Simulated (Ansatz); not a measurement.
Problem. Name a neutral molecule of Al, C, O, Si and H with HOMO energy (B3LYP/def2-TZVPP) between -6.00 and -5.70 eV and HOMO–LUMO gap (PBE/def2-TZVPP) between 2.35 and 2.65 eV (Ansatz, PBE0-D4/def2-TZVP geometry).

Solution. `O[SiH]1[CH2][AlH]1` (-5.72 eV, 2.38 eV). Other molecules can fit too; these were computed, each in one conformer that needn't be the lowest.

B3LYP here is the variant with VWN-RPA as its local correlation; programs differ in this.
